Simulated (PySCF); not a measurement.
Cl$_{2}$Si, singlet, geometry from GFN2-xTB.

PySCF was given this input:
```python
from pyscf import gto, scf, dft

mol = gto.Mole()
mol.atom = '''
    Si    0.000850    0.005274    0.923813
    Cl    1.016022    1.213194   -0.388268
    Cl   -1.016722   -1.217537   -0.372520
'''
mol.basis = 'pcseg-1'
mol.charge = 0
mol.spin = 0
mol.verbose = 4
mol.build()

mf = dft.RKS(mol)
mf.xc = 'r2scan'
mf = mf.density_fit(auxbasis='def2-universal-jkfit')
mf.kernel()
```

### Question
What does this run give for the nuclear repulsion energy, total energy, dipole moment, HOMO energy, HOMO-LUMO gap?

### Answer

```json
{
 "nuclear_repulsion_energy": "171.0086 Eh",
 "total_energy": "-1209.8103 Eh",
 "dipole_moment": "0.82 D",
 "HOMO energy": "-6.94 eV",
 "HOMO-LUMO gap": "3.22 eV"
}
```
